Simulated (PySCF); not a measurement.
In(H)(Br)(OH) (BrH2InO), SMILES [OH][InH][Br]. Heavy atoms are numbered as in [InH:1]([Br:3])[OH:4]. Hydrogens are named by the atom that carries them.

Coordinates come from a B3LYP-D3(BJ)/def2-SVP optimisation. The def2 effective core potentials stand for the cores of In; spin–orbit coupling is left out. Other conformers were not sampled.

Computed with PySCF with ωB97X/def2-TZVPD.

Mulliken values depend strongly on the basis, most of all with diffuse functions as here. ESP charges are fitted to the potential on shells at 1.4 to 2.0 van der Waals radii. Atomic charges (e), one atom of each kind:

| atom | ESP fit | Mulliken |
|---|---|---|
| In1 (InH) | 0.79 | 0.94 |
| H on In1 | -0.16 | -0.13 |
| Br3 | -0.29 | -0.43 |
| O4 (OH) | -0.70 | -0.66 |
| H on O4 | 0.36 | 0.28 |
